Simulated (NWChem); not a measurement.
# H5NTi in NWChem

```xyz
7

Ti     0.3371    -0.3291     0.0060
N     -0.9861     0.9303     0.0000
H     -0.8271     1.9122     0.2253
H     -1.9657     0.7697    -0.2330
H      1.3981    -0.0005     1.2961
H     -0.2984    -1.9110     0.0158
H      1.1806    -0.0422    -1.4360
```
Charge 0, spin multiplicity 1.

All runs are NWChem calculations. All single points use one geometry, from PBE0/def2-SVP, a minimum by its harmonic frequencies.

Symmetry labels belong to the abelian group C1 used in the runs, with the axes of the coordinates shown.

The structure started from a generated list of species.

List the lowest 6 singlet excitations that CIS/def2-SVP gives, with oscillator strengths.


```json
[
 {"state": "1", "symmetry": "a", "energy (eV)": "4.19", "wavelength (nm)": "296", "f": "0.000"},
 {"state": "2", "symmetry": "a", "energy (eV)": "4.61", "wavelength (nm)": "269", "f": "0.001"},
 {"state": "3", "symmetry": "a", "energy (eV)": "4.66", "wavelength (nm)": "266", "f": "0.001"},
 {"state": "4", "symmetry": "a", "energy (eV)": "5.17", "wavelength (nm)": "240", "f": "0.024"},
 {"state": "5", "symmetry": "a", "energy (eV)": "5.31", "wavelength (nm)": "234", "f": "0.008"},
 {"state": "6", "symmetry": "a", "energy (eV)": "5.60", "wavelength (nm)": "221", "f": "0.006"}
]
```
